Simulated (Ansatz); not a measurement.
A nudged elastic band was laid between two geometries of H3N + H5NOSi (12 atoms, charge 0, multiplicity 1).

Method: RKS PBE0-D4/def2-SVP in Ansatz 0.2.0.

* movable images: 7
* climbing image: yes
* spring: 5.0 eV/Å²
* optimiser: quadratic models (default)
* start path: through a guess of the saddle point
* force threshold: 0.03 eV/Å
* iteration limit: 60
* end points: relaxed

Initial state:

```xyz
12
Properties=species:S:1:pos:R:3
Si 0.098 -1.210 0.043
O -1.093 -0.636 -0.980
H -0.168 -2.682 0.170
H 1.476 -1.007 -0.489
N 0.051 -0.349 1.525
H -0.435 1.590 -1.277
N 0.210 2.199 -0.773
H -1.572 -1.309 -1.471
H 0.899 -0.011 1.962
H -0.733 -0.375 2.165
H 1.140 1.905 -1.070
H 0.127 1.885 0.194
```

Final state:

```xyz
12
Properties=species:S:1:pos:R:3
Si 1.024 -0.435 0.159
O -2.156 0.182 -0.456
H 0.921 -1.549 -0.843
H 2.415 -0.466 0.717
N -0.044 -0.419 1.496
H -1.316 0.611 -0.723
N 0.603 0.972 -0.803
H -2.252 -0.535 -1.091
H 0.178 -0.880 2.369
H -1.040 -0.379 1.283
H 0.960 1.018 -1.754
H 0.706 1.879 -0.353
```

Task: Which bonds break or form, and what moves?

Result: Bonds broken: Si1–O2, H6–N7. Bonds formed: Si1–N7, O2–H6. H3N + H5NOSi becomes H2O + H6N2Si.

Task: What energy profile does the band end with?

Result: The run converged. The highest image is number 5 of 0 to 8, 0.89 eV above the first end and 0.80 eV above the last; the last end lies 0.08 eV above the first. A vibrational analysis at the climbing image gives one clearly imaginary mode, 951i cm⁻¹: a first-order saddle point. The orbitals stay closed-shell, which can raise the energy where a bond breaks towards radicals; this wasn't checked here.

| image | path coordinate (Å) | energy (eV) | Si1–O2 (Å) | H6–N7 (Å) | Si1–N7 (Å) |
| --- | --- | --- | --- | --- | --- |
| 0 | 0.00 | 0.00 | 1.67 | 1.02 | 3.51 |
| 1 | 0.88 | 0.03 | 1.67 | 1.02 | 3.44 |
| 2 | 1.76 | 0.20 | 1.68 | 1.02 | 3.12 |
| 3 | 2.64 | 0.36 | 1.72 | 1.02 | 2.19 |
| 4 | 3.52 | 0.50 | 1.77 | 1.02 | 2.05 |
| 5 | 4.40 | 0.89 | 2.02 | 1.22 | 1.90 |
| 6 | 5.06 | 0.33 | 2.53 | 1.69 | 1.79 |
| 7 | 5.72 | 0.11 | 3.06 | 1.92 | 1.76 |
| 8 | 6.37 | 0.08 | 3.30 | 1.95 | 1.76 |

Task: What is the geometry of the highest image?

Result: 
```xyz
12
Properties=species:S:1:pos:R:3
Si 0.449 -0.491 0.043
O -1.475 -0.150 -0.449
H 0.445 -1.593 -0.982
H 1.941 -0.467 0.368
N -0.103 -0.501 1.665
H -0.792 0.823 -0.918
N 0.376 1.170 -0.879
H -1.800 -0.773 -1.108
H 0.529 -0.634 2.442
H -1.088 -0.570 1.887
H 0.890 1.206 -1.757
H 0.630 1.979 -0.313
```

Task: What are the harmonic wavenumbers there?

Result: 951i, 167, 280, 323, 342, 448, 519, 530, 543, 644, 676, 740, 755, 819, 827, 919, 972, 1016, 1114, 1500, 1504, 1628, 1887, 2047, 2148, 3550, 3629, 3648, 3756, 3898 cm⁻¹.

The band took 15 iterations and about 12 core-minutes.

The run took 6.5 min on 2 threads of Arm Neoverse N1, with other jobs on the host, peak memory 0.21 GiB.
